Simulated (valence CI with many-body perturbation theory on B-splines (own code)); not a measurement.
# Zr¹⁹⁺: what the settings do

Calculated by relativistic CI+MBPT: three valence electrons over a frozen Dirac-Fock core [Ar], a basis of 6 s, 6 p, 5 d, 5 f, 1 g functions for each j, with the one-electron correlation potential Σ1 (screened to all orders), the two-electron term Σ2, the three-electron term Σ3, Breit, model QED; selected single and double excitations, second order for the rest, scaled by the run's own slope (own B-spline code, finite nucleus).

No measured spectrum was set against this ion. As an estimate, terms of the open shell hold to 2 to 4 % of their energy, and close levels can change places. Only levels of the ground parity were solved; by the run's estimate the other parity begins above the list, which can be wrong where configurations are misplaced.

The reference run has the lowest level 3d3 4F_3/2 and an ionisation energy of 803.558 eV. Its largest variational space holds 2221 state functions.

Names give the largest LS component (configuration and term), which can be under half, so a name can repeat, a term be missing and a line seem to break the LS rules; names also repeat where a configuration has a term twice. Letters in brackets count levels of one name in rising energy.

Changed runs:
A. scale of Σ1 1 → 0; scale of Σ2 1 → 0; three-electron term on → off
B. shift of the energy in Σ1 (hartree) 0 → -8.067
C. core polarisation of operators on → off
D. size limit of the variational space 10000 → 100; second order for the rest on → off (bad on purpose)

Excitation energies of the reference run in cm⁻¹, and shifts in cm⁻¹:

| Level | Reference | A | B | C | D |
| --- | --- | --- | --- | --- | --- |
| 3d3 4F_5/2 | 12164 | -605 | +920 | 0 | -5.6 |
| 3d3 4F_7/2 | 24305 | -916 | +1586 | 0 | -18 |
| 3d3 4F_9/2 | 35103 | -903 | +1925 | 0 | -51 |
| 3d3 4P_3/2 | 53428 | +3084 | +302 | 0 | +1060 |
| 3d3 4P_1/2 | 57805 | +3106 | +776 | 0 | +132 |
| 3d3 2G_7/2 | 69596 | +1246 | +1475 | 0 | +1078 |
| 3d3 2H_9/2 [a] | 73056 | +645 | +1458 | 0 | +706 |
| 3d3 4P_5/2 | 75199 | +2790 | +1823 | 0 | +937 |
| 3d3 2D_3/2 [a] | 85664 | +2798 | +1812 | 0 | +1484 |
| 3d3 2P_1/2 | 91679 | +1571 | +1979 | 0 | +730 |
| 3d3 2H_11/2 | 99813 | +50 | +2106 | 0 | +96 |
| 3d3 2H_9/2 [b] | 105274 | -12 | +3014 | 0 | +805 |
| Ionisation energy (eV) | 803.558 | -7.208 | -2.968 | 0 | -0.175 |

No effect on these energies: C.
